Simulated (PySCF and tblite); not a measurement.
The numbers below are computed, except where a source is named.
C6H5FO, numbered as in [CH:1]#[C:2]/[CH:3]=[CH:4]/[O:5]/[CH:6]=[CH:7]/[F:8].

Level: PBE0-D3(BJ)/pcSseg-1//GFN2-xTB, thermal terms from GFN2-xTB, symmetry numbers and mirror pairs counted. Conformers within 2.5 kcal/mol (GFN2-xTB free energy) were kept, 4 at most. Programs: PySCF with density fitting and tblite.

Torsions listed: C3–C4–O5–C6, C4–O5–C6–C7. Of a mirror pair one member is shown.

```csv
conformer,shape,symmetry
1,"165°, -15°",C1 (pair)
2,"24°, 27°",C1 (pair)
3,"180°, 180°",Cs
4,"16°, -162°",C1 (pair)
```

Which of these conformers is the most populated at 298.15 K, and with what share?

Conformer 4, about 59 %. The lead over the next is within the error of the method.

Give the DFT energies and free energies relative to the lowest, and all weights.


```tsv
conformer	shape	E(DFT) kcal/mol	G(298.15 K) kcal/mol	weight %
1	165°, -15°	1.01	0.98	11.4
2	24°, 27°	2.87	3.00	0.4
3	180°, 180°	0.10	0.43	28.8
4	16°, -162°	0.00	0.00	59.5
```

How does its share change from 250 K to 350 K?

From 62 % to 57 %; the mixing entropy goes from 2.71 to 2.96 cal/(mol K).


Conformer gaps in pcSseg-1 on xTB geometries can be 2 kcal/mol off for S=O, P=O and other polar bonds.